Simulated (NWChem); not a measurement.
System: MgN2H7OF; SMILES [OH][Mg](<-[NH3])([F])<-[NH3]

```xyz
12

Mg     0.0021     0.0418     0.4768
F      0.9778     0.8188     1.7744
O     -1.4605    -1.0668     0.1574
H     -2.3115    -1.2073     0.5709
N      1.1011    -1.4132    -0.7252
H      0.2323    -1.9592    -0.7993
H      1.7855    -1.9707    -0.2159
H      1.4706    -1.2608    -1.6611
N     -0.2590     1.8094    -0.7867
H     -0.9101     2.4257    -0.2986
H     -0.6458     1.6541    -1.7168
H      0.6080     2.3375    -0.8869
```
Atoms are numbered in this order, from 1.

Computed with NWChem. Pople sets run with spherical d functions. Geometry: optimised at PBE0/def2-SVP. Not confirmed as a minimum by frequencies. Field at 589 nm.

For level B3LYP/6-31G*:

```
Property            Result
------------------  ------
anisotropy (bohr³)     3.1
```

Q: What are these values for level B3LYP/def2-SVP?

A: 
- anisotropy (bohr³) = 5.1
